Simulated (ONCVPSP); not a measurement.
# Ranking ONCV potentials for technetium (Tc)

All share these settings but for the change named:

```
Element                 : technetium
Generator               : ONCVPSP 4.0.1
Type                    : optimised norm-conserving Vanderbilt (ONCV)
Functional              : PBE
Relativity              : non-relativistic
Frozen core             : [Ar] 3d10
Valence charge          : 15
Reference configuration : 4s2 4p6 4d4 (charge +3)
Partial waves           : 4s: rc 1.90 bohr, ncon 3, nbas 7, qcut 8.2 1/bohr, 2 projectors, debl 1.5 Ha; 4p: rc 1.70 bohr, ncon 3, nbas 8, qcut 9.8 1/bohr, 3 projectors, debl 1.8 Ha; 4d: rc 1.85 bohr, ncon 4, nbas 8, qcut 7.6 1/bohr, 2 projectors, debl 0.8 Ha
Local potential         : polynomial inside 1.10 bohr (lpopt 1, dvloc0 2 Ha)
Core correction         : Teter function, parameters optimised by the program
```

In the s channel the program set the typed energies aside and used -3.657, 0.050 Ha. In the p channel the program set the typed energies aside and used -2.738, 0.250, 2.050 Ha. In the d channel the program set the typed energies aside and used -1.308, 0.250 Ha.

Test errors are all-electron minus pseudo excitation energies from the reference, over 4s2 4p6 4d5 5s2; 4s2 4p6 4d5 5s1; 4s2 4p6 4d5; 4s2 4p6 4d5 5p1. None of these files shows a bound ghost.

The base gives 4.7 meV.

Of 8 variants that were run, those that failed, showed a ghost or another fault, or gave nearly equal values are left out.

A variant can come out equal or close to the base, since the largest error may sit in a test that the change hardly touches while other tests move.

Rank these variants by their largest absolute test error, smallest first.
A. s: qcut 6.3; p: qcut 7.5; d: qcut 5.9
B. s: qcut 9; p: qcut 10.8; d: qcut 8.3
C. s: qcut 8.1; p: qcut 9.7; d: qcut 7.5
D. s: qcut 5.6; p: qcut 6.7; d: qcut 5.2
E. s: qcut 7.4; p: qcut 8.8; d: qcut 6.8

B (0.7 meV), C (5.1 meV), E (8.5 meV), A (15.3 meV), D (23.0 meV).
